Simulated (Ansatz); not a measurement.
Computed against measured: atomisation enthalpy at 298 K

10 molecules with two or more fluorines; the atomisation enthalpy at 298 K in kJ/mol, computed less measured. Shapes, held fixed at every level: PBE0-D4/def2-TZVP. Flexible molecules stand in one conformer, not always the lowest. Thermal terms are harmonic and unscaled (PBE0-D4/def2-TZVP); the spin-orbit lowering of the free atoms is taken from their spectra. Programs: Ansatz 0.2.0. Measured values: Active Thermochemical Tables, CRC Handbook of Chemistry and Physics, NIST-JANAF tables.

Levels: A = HF/def2-TZVPP; B = wB97X-V/def2-TZVPP; C = B2PLYP/def2-TZVPP.

```tsv
molecule	from tabulated heats	A	B	C
AsF3 (arsenic trifluoride)	1326	-537	+40	+4
BF3 (boron trifluoride)	1944	-455	-15	-13
B(OH)F2 (difluorohydroxyborane)	2280	-586	-5	-8
CHBrF2 (bromodifluoromethane)	1630	-577	+3	-24
GeF4 (tetrafluorogermane)	1880	-590	+19	-10
C2Br2ClF3 (SMILES FC(F)(Br)C(F)(Cl)Br)	2673	-1109	-38	-114
C2Cl2F4 (dichlorotetrafluoroethane)	2931	-1100	+6	-76
Si(SiF3)F3 (hexafluorodisilane)	3760	-1010	-56	-103
C2H3F3O (2,2,2-trifluoroethanol)	3463	-1131	+6	-50
C3H3F3 (3,3,3-trifluoropropene)	3657	-1084	+15	-30
```

Task: Sum up the errors.

Result: 
```tsv
level	kind	mean error	mean absolute error	worst case
HF/def2-TZVPP	Hartree–Fock	-817.9	817.9	C2H3F3O
wB97X-V/def2-TZVPP	range-separated hybrid	-2.5	20.3	Si(SiF3)F3
B2PLYP/def2-TZVPP	double hybrid	-42.4	43.2	C2Br2ClF3
```

On this set wB97X-V/def2-TZVPP has the smallest mean absolute error and HF/def2-TZVPP the largest. HF/def2-TZVPP is too low in 10 of 10; B2PLYP/def2-TZVPP is too low in 9 of 10. The heats of GeF4 (tetrafluorogermane), Si(SiF3)F3 (hexafluorodisilane), C2H3F3O (2,2,2-trifluoroethanol), C3H3F3 (3,3,3-trifluoropropene) come from older tables and can be uncertain by 10 kJ/mol or more. Heats of the atoms come from ATcT where it has them, that of boron, 570 kJ/mol, from recent work. The tabulated values of AsF3, B(OH)F2, C2Br2ClF3, C2Cl2F4 are in doubt (older tables, estimates, or at odds with other calculations) and kept here. Over the 6 molecules whose values aren't doubted the mean absolute errors are A 807.8; B 19.0; C 38.3. Hartree–Fock lacks correlation and underbinds. Relativity is left out for As, Br, Ge. Outer-core shells of As, Br, Ge are correlated, in sets that cover them unevenly. The set is small.
